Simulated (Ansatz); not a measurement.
Relaxation of Mg₂Se₂⁻ with UKS r2SCAN-D4/def2-SVPD.

```sh
$ ansatz run in.yaml --threads 4 --pin off --events-out ev --progress --plain --max-ram 3916MiB
```

```yaml
crystal:
  periodic: [false, false, false]
  atoms:
    - {symbol: Mg, position_ang: [2.268250, 1.765390, -0.189180]}
    - {symbol: Mg, position_ang: [-2.268460, -1.766580, 0.181470]}
    - {symbol: Se, position_ang: [0.061450, 0.042610, 1.150260]}
    - {symbol: Se, position_ang: [-0.061240, -0.041420, -1.142560]}
basis:
  gaussian: {orbitals: def2-SVPD}
total_charge: -1
magnetization: {spin_polarized: true, initial_magnetization: 1}
hamiltonian: {xc: r2scan, dispersion: d4}
scf: {lower_state_search: "off"}
output: {orbitals: {seedname: orbitals}}
relax: {f_tol: 0.02, max_steps: 100}
```

It took 61 s on 4 threads of Arm Neoverse V1 on a shared host.

Positions (Å) and forces (eV/Å) at steps 1, 2, 3, 4, 5, 7, 10, 11, 12, 13, 14, 15 of 15:

```xyz
4
step=1 energy=-141569.4882 eV
Mg    2.268    1.765   -0.189   -0.939   -0.731    0.079
Mg   -2.268   -1.767    0.181    0.938    0.730   -0.075
Se    0.061    0.043    1.150    0.092    0.062    1.690
Se   -0.061   -0.041   -1.143   -0.090   -0.062   -1.695
4
step=2 energy=-141570.0719 eV
Mg    2.113    1.644   -0.176   -0.774   -0.602    0.067
Mg   -2.113   -1.645    0.169    0.773    0.602   -0.060
Se    0.065    0.045    1.224   -0.001   -0.001   -0.041
Se   -0.065   -0.044   -1.217    0.002    0.001    0.034
4
step=3 energy=-141570.1562 eV
Mg    2.076    1.616   -0.171   -0.688   -0.535    0.058
Mg   -2.076   -1.617    0.168    0.687    0.535   -0.054
Se    0.066    0.046    1.228   -0.007   -0.005   -0.149
Se   -0.066   -0.044   -1.225    0.008    0.005    0.145
4
step=4 energy=-141570.3761 eV
Mg    1.923    1.497   -0.157   -0.139   -0.109    0.010
Mg   -1.923   -1.498    0.158    0.141    0.109   -0.012
Se    0.065    0.045    1.222    0.005    0.003    0.110
Se   -0.065   -0.044   -1.223   -0.006   -0.004   -0.108
4
step=5 energy=-141570.3823 eV
Mg    1.883    1.465   -0.153    0.066    0.051   -0.006
Mg   -1.882   -1.466    0.154   -0.065   -0.051    0.004
Se    0.065    0.045    1.229    0.003    0.002    0.063
Se   -0.066   -0.044   -1.230   -0.004   -0.002   -0.061
4
step=7 energy=-141570.3839 eV
Mg    1.906    1.458   -0.155    0.005   -0.002    0.000
Mg   -1.881   -1.490    0.155    0.002   -0.005    0.000
Se    0.053    0.061    1.231   -0.003    0.004   -0.003
Se   -0.078   -0.029   -1.231   -0.003    0.004    0.003
4
step=10 energy=-141570.3889 eV
Mg    1.953    1.383   -0.155    0.007   -0.023    0.000
Mg   -1.820   -1.555    0.154    0.020   -0.013   -0.001
Se   -0.001    0.131    1.231   -0.014    0.018   -0.001
Se   -0.132    0.041   -1.230   -0.014    0.018    0.001
4
step=11 energy=-141570.4087 eV
Mg    2.036    1.225   -0.153   -0.125   -0.101    0.010
Mg   -1.687   -1.674    0.151    0.129    0.096   -0.010
Se   -0.109    0.269    1.228   -0.002    0.003   -0.001
Se   -0.240    0.179   -1.226   -0.002    0.003    0.001
4
step=12 energy=-141570.4199 eV
Mg    2.038    1.165   -0.151   -0.092   -0.081    0.008
Mg   -1.630   -1.690    0.149    0.102    0.069   -0.008
Se   -0.139    0.308    1.228   -0.004    0.006    0.006
Se   -0.269    0.217   -1.226   -0.005    0.006   -0.007
4
step=13 energy=-141570.4432 eV
Mg    2.039    0.972   -0.143   -0.095   -0.046    0.007
Mg   -1.443   -1.738    0.141    0.068    0.081   -0.006
Se   -0.234    0.430    1.228    0.012   -0.019   -0.037
Se   -0.362    0.336   -1.226    0.015   -0.015    0.035
4
step=14 energy=-141570.4463 eV
Mg    2.024    0.812   -0.136   -0.149   -0.019    0.010
Mg   -1.284   -1.763    0.134    0.056    0.140   -0.007
Se   -0.307    0.524    1.227    0.044   -0.064   -0.073
Se   -0.433    0.427   -1.225    0.050   -0.056    0.070
4
step=15 energy=-141570.4507 eV
Mg    2.005    0.823   -0.135   -0.008   -0.003    0.001
Mg   -1.290   -1.742    0.134    0.005    0.007    0.000
Se   -0.295    0.507    1.226    0.002   -0.002    0.005
Se   -0.421    0.412   -1.224    0.001   -0.002   -0.006
```

The relaxation made no stability test and no search for a lower SCF solution. Another isomer (doublet) lies 2.14 eV lower at PBE0-D4/def2-TZVPD; other spin states weren't run for this one.
